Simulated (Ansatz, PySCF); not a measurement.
C3H6BNO, SMILES N1CC(=C)B1O. Atoms are numbered in the order given.

```xyz
12

C      1.1340     1.8166     0.0000
C      0.2726     0.7959     0.0000
C     -1.2618     0.7736     0.0000
N     -1.2402    -0.7012     0.0000
B      0.1831    -0.7807     0.0000
O      1.0808    -1.8005     0.0000
H      2.2150     1.6397     0.0000
H      0.8042     2.8634     0.0000
H     -1.7280     1.2195     0.9003
H     -1.7280     1.2195    -0.9003
H     -2.0591    -1.2963     0.0000
H      0.6696    -2.6732     0.0000
```

Coordinates come from a r2SCAN-D4/def2-SVP optimisation. This is a generated structure with no PubChem entry under its InChIKey; it may be hypothetical. The values are those of a single conformer.

Two levels are set side by side: PBE-D3(BJ)/def2-SVP (Ansatz, a program for electronic structure) and r2SCAN-D4/def2-SVP (Ansatz). Each level has its own optimised geometry; the coordinates shown are those of the second. Frequencies come from the Hessian of PySCF at each geometry. Differences are taken from unrounded values.

```json
[
 {"quantity": "mean bond length (Å)", "r2SCAN-D4": "1.258", "PBE-D3(BJ)": "1.264", "PBE-D3(BJ) minus r2SCAN-D4": "0.006"},
 {"quantity": "bond C1–C2 (Å)", "r2SCAN-D4": "1.336", "PBE-D3(BJ)": "1.342", "PBE-D3(BJ) minus r2SCAN-D4": "0.006"},
 {"quantity": "bond C2–C3 (Å)", "r2SCAN-D4": "1.535", "PBE-D3(BJ)": "1.538", "PBE-D3(BJ) minus r2SCAN-D4": "0.004"},
 {"quantity": "bond C2–B5 (Å)", "r2SCAN-D4": "1.579", "PBE-D3(BJ)": "1.582", "PBE-D3(BJ) minus r2SCAN-D4": "0.003"},
 {"quantity": "bond C3–N4 (Å)", "r2SCAN-D4": "1.475", "PBE-D3(BJ)": "1.477", "PBE-D3(BJ) minus r2SCAN-D4": "0.002"},
 {"quantity": "bond N4–B5 (Å)", "r2SCAN-D4": "1.425", "PBE-D3(BJ)": "1.431", "PBE-D3(BJ) minus r2SCAN-D4": "0.006"},
 {"quantity": "bond B5–O6 (Å)", "r2SCAN-D4": "1.359", "PBE-D3(BJ)": "1.367", "PBE-D3(BJ) minus r2SCAN-D4": "0.008"},
 {"quantity": "bond C1–H7 (Å)", "r2SCAN-D4": "1.095", "PBE-D3(BJ)": "1.102", "PBE-D3(BJ) minus r2SCAN-D4": "0.007"},
 {"quantity": "bond C1–H8 (Å)", "r2SCAN-D4": "1.098", "PBE-D3(BJ)": "1.105", "PBE-D3(BJ) minus r2SCAN-D4": "0.007"},
 {"quantity": "bond C3–H9 (Å)", "r2SCAN-D4": "1.108", "PBE-D3(BJ)": "1.115", "PBE-D3(BJ) minus r2SCAN-D4": "0.008"},
 {"quantity": "bond C3–H10 (Å)", "r2SCAN-D4": "1.108", "PBE-D3(BJ)": "1.115", "PBE-D3(BJ) minus r2SCAN-D4": "0.008"},
 {"quantity": "bond N4–H11 (Å)", "r2SCAN-D4": "1.012", "PBE-D3(BJ)": "1.019", "PBE-D3(BJ) minus r2SCAN-D4": "0.007"},
 {"quantity": "bond O6–H12 (Å)", "r2SCAN-D4": "0.965", "PBE-D3(BJ)": "0.973", "PBE-D3(BJ) minus r2SCAN-D4": "0.009"},
 {"quantity": "highest harmonic wavenumber (cm⁻¹)", "r2SCAN-D4": "3865", "PBE-D3(BJ)": "3748", "PBE-D3(BJ) minus r2SCAN-D4": "-117"},
 {"quantity": "mean harmonic wavenumber (cm⁻¹)", "r2SCAN-D4": "1387", "PBE-D3(BJ)": "1353", "PBE-D3(BJ) minus r2SCAN-D4": "-33"},
 {"quantity": "zero-point energy (kcal/mol)", "r2SCAN-D4": "59.47", "PBE-D3(BJ)": "58.04", "PBE-D3(BJ) minus r2SCAN-D4": "-1.43"}
]
```
